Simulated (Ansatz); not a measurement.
Cu₂H⁺. The state is a triplet with charge 1. Geometry PBE-D4/def2-TZVP; atoms count from 1.

```xyz
3

Cu    0.358   -0.225   -1.577
Cu   -0.359    0.227    1.577
H     0.002   -0.002    0.001
```

At PBE0-D4/def2-TZVP a singlet of charge 1 lies 2.88 eV below the triplet, each at its own geometry. The structure comes from a short search, and lower isomers may exist.

Q: Estimate the Mulliken populations from the PBE0/def2-TZVP orbitals of Ansatz.

A: 
```
atom  charge (e)  spin (α − β)  d electrons
 Cu1        0.44          0.54         9.85
 Cu2        0.35          1.37         9.43
  H3        0.21          0.09            –
```
Mulliken values depend strongly on the basis.

Q: Where does the spin sit?

A: Summed by element: Cu 1.91, H 0.09, of 2 unpaired in all. Largest on single atoms: Cu2 1.37, Cu1 0.54, H3 0.09.

Q: And the Mayer bond orders between heavy atoms (over 0.3)?

A: Cu1–Cu2 0.51 (3.27 Å).
